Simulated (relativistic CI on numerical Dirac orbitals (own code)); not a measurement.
d1 to d9 in one tetrahedral field

Computed with a parametric ligand-field model without spin-orbit coupling, by exact diagonalisation: B = 600, C = 2700, 10Dq = -4200 cm⁻¹ (Td; |10Dq|/B = 7.0) for every shell. Energies in cm⁻¹; the field energy is (0.6 n_e − 0.4 n_t2) × 10Dq of the ground term; g labels are left out.

| Shell | Ground term | Electrons in e | Field energy | First spin-allowed bands | Lowest term of other spin |
| --- | --- | --- | --- | --- | --- |
| d1 | 2E | 1.000 | -2520 | 2T2 4200 |  |
| d2 | 3A2 | 2.000 | -5040 | 3T2 4200, 3T1 7150 | 1E 9743 |
| d3 | 4T1 | 1.900 | -2940 | 4T2 3600, 4A2 7800 | 2E 8212 |
| d4 | 5T2 | 2.000 | -1680 | 5E 4200 | 3T1 10506 |
| d5 | 6A1 | 2.000 | 0 | none | 4T1 16966 |
| d6 | 5E | 3.000 | -2520 | 5T2 4200 | 3T1 10877 |
| d7 | 4A2 | 4.000 | -5040 | 4T2 4200, 4T1 7150 | 2E 11956 |
| d8 | 3T1 | 3.900 | -2940 | 3T2 3600, 3A2 7800 | 1T2 9250 |
| d9 | 2T2 | 4.000 | -1680 | 2E 4200 |  |

Every shell keeps the spin of the free ion. Tetrahedral fields of 3d complexes are almost always too weak to pair spins. High-spin d^(n+5) repeats the spin-allowed bands of d^n, since the half-filled shell is spherical.
